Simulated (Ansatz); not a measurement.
# Two structures, one formula

Two relaxed structures of AlBGeH4, closed shell (PBE0-D4/def2-TZVP; forces vanish, vibrations not checked).

A:

B1  (-0.059, 0.141, 0.937)
Al2  (0.552, -0.308, -1.133)
Ge3  (-1.515, 0.313, -0.387)
H4  (-2.902, -0.304, -0.192)
H5  (1.910, -0.412, -1.932)
H6  (0.081, -0.016, 2.111)
H7  (1.043, 0.538, 0.441)
(Å)

B:

```xyz
7
angstrom
B -0.8790 0.8878 -0.1542
Al 1.0824 0.7919 -0.2946
Ge -0.5738 0.0564 1.4743
H 0.7391 -1.2706 -2.4620
H 1.4232 -1.3137 -2.7625
H -0.8234 -0.6111 2.8352
H 2.5960 0.9184 -0.7356
```

Ansatz 0.2.0; basis: def2-TZVPP; cores frozen in the correlated methods. Filled d shells of the heavier atoms are correlated. The def2 sets are not built for correlating such inner shells, so the correlated values are less sure here. B3LYP uses VWN-RPA correlation.

Question: Which structure is lower at CCSD(T), and by how much? (To be estimated.)

Answer: By the calculation: A, by 51.91 kcal/mol (electronic energy, against the other). By their contacts, A is AlBGeH₄ ([H]1[BH]2[GeH][AlH]12) and B is a complex of AlBGeH₂ ([B]1[AlH][GeH]1) + H₂.

All methods give the same order:

```csv
method,E(B) − E(A) (kcal/mol)
PBE-D4,53.69
r2SCAN-D4,55.83
PBE0-D4,57.85
B3LYP-D4,55.15
wB97M-V,57.77
HF,59.33
MP2,51.62
CCSD,54.89
CCSD(T),51.91
```

T1 diagnostic: at most 0.018. The restricted Hartree–Fock reference is unstable towards an unrestricted one at one or more of these structures.

Labels in which every atom is bracketed show which atoms are joined, not bond orders.

For scale, one of the runs: CCSD(T)/def2-TZVPP, 177 basis functions, launched by `ansatz run in.yaml --threads 2 --pin off --events-out ev --progress --plain --max-ram 4352MiB`. Time: 48 s of wall clock on 2 CPU threads of an Arm Neoverse V1; the host was shared. Peak host memory: 1.5 GiB.
